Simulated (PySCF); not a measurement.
**Spectroscopy problems**

PySCF 2.14 calculation with GIAO PBE0/pcSseg-1 shieldings and geometry from GFN2-xTB; single conformer, fast rotation and ring inversion assumed for equivalent nuclei, no solvent model, relativity neglected.

Referencing at the same level of theory: 1H, 13C vs TMS. Where no couplings were computed, multiplicities follow the n + 1 count of equivalent neighbours, and m marks all less simple cases (inequivalent or close neighbours, rings, F or P nearby). Shifts are as computed. Against solution values, carbons near 30 ppm lie about +3 ppm off and those near 130 ppm about +5 ppm. Of 1211 compounds with measured shifts, 218 miss one by over three times the rms of a fit or turn the order of signals round; such compounds aren't used in these exercises.

Question: C5H10O. 1H NMR (400 MHz, computed): δ 6.40 (m, 1H), 5.44 (m, 1H), 5.35 (m, 1H), 4.18 (d, 2H), 3.55 (q, 2H), 1.30 (t, 3H). 13C{1H} NMR (computed): δ 147.1 (CH), 120.1 (CH2), 79.0 (CH2), 71.0 (CH2), 18.1 (CH3). Identify the compound.

Answer: `CCOCC=C`. Rings plus π bonds: 1 (no ring in the answer). 5 carbon signals for 5 carbons: no two carbons are equivalent. Carbon types of the structure: 1 × CH, 3 × CH2, 1 × CH3, which accounts for all hydrogens. δC 147.1: alkene CH; as expected for a trigonal carbon in a double bond. δC 120.1: terminal =CH2 carbon; the olefinic region. δC 79.0: allylic sp3 CH2 bonded to O; pulled downfield by the heteroatom. δC 71.0: sp3 CH2 bonded to O; the inductive effect lowers its shielding.

The data come from this structure; uniqueness wasn't tested.

Question: C6H6O2. 1H NMR (400 MHz, computed): δ 6.08 (m, 1H), 5.83 (m, 1H), 5.71 (m, 1H), 4.84 (d, 2H), 2.19 (s, 1H). 13C{1H} NMR (computed): δ 158.6, 140.6, 129.8, 81.5, 79.9, 70.0. Identify the compound.

Answer: SMILES C#CC(=O)OCC=C. The formula gives 4 degrees of unsaturation (no ring in the answer). 6 carbon signals for 6 carbons: no two carbons are equivalent. Carbon types of the structure: 2 × C, 2 × CH, 2 × CH2, which accounts for all hydrogens. δC 158.6: ester carbonyl carbon; lone-pair donation from the attached heteroatom keeps it upfield of a ketone carbonyl. δC 140.6: alkene CH; as expected for a trigonal carbon in a double bond. δC 81.5: terminal alkyne carbon; sp carbons lie upfield of alkene carbons because the cylindrical π system leaves one tensor component strongly shielded. δC 70.0: allylic sp3 CH2 bonded to O; pulled downfield by the heteroatom.

The shifts were computed for this structure.

Question: C3H5NSi2. 1H NMR (300 MHz, computed): δ 4.92 (m, 1H), 3.68 (d, 3H), 2.18 (d, 1H). 13C{1H} NMR (computed): δ 122.0 (C), 108.8 (CH), 81.1 (C). What is it?

Answer: `C#C[Si@H]([SiH3])C#N`. The formula gives 4 degrees of unsaturation (no ring in the answer). 3 carbon signals for 3 carbons: no two carbons are equivalent. Carbon types of the structure: 2 × C, 1 × CH, leaving 4 H on heteroatoms. δC 122.0: nitrile carbon; C≡N carbons fall here, among the sp2 signals but without a proton. δC 108.8: terminal alkyne carbon. δC 81.1: alkyne carbon; sp carbons lie upfield of alkene carbons because the cylindrical π system leaves one tensor component strongly shielded. δH 2.18: hydrogen on a terminal alkyne carbon; it lies on the axis of the triple bond, in its shielding cone.

This is the structure that produced the data.
